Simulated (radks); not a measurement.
Results of a calculation; reference values are marked as such.
Valence configurations of neutral potassium (all share [Ar]). Level of theory: non-relativistic Kohn-Sham, LDA (Slater exchange, Perdew-Wang correlation), spin-polarised, spherical densities, point nucleus; open shells are filled with parallel spins first (a radial shooting solver on a logarithmic mesh with Libxc functionals). Energies are relative to 4s1; eigenvalues in eV for spin up.

valence      E (eV)  moment (Bohr magnetons)   e(3d)   e(4p)   e(4s)
4s1           0.000                        1       -       -  -2.616
4s0.5 4p0.5   0.821                        1       -  -1.287  -2.937
3d0.5 4s0.5   1.291                        1  -0.452       -  -3.024
4p1           1.652                        1       -  -1.535       -
3d1           2.566                        1  -0.677       -       -

NIST lists [Ar] 4s1 as the ground configuration; this level of theory agrees among the configurations tried. The energies are those of spherical high-spin densities, not of single terms.
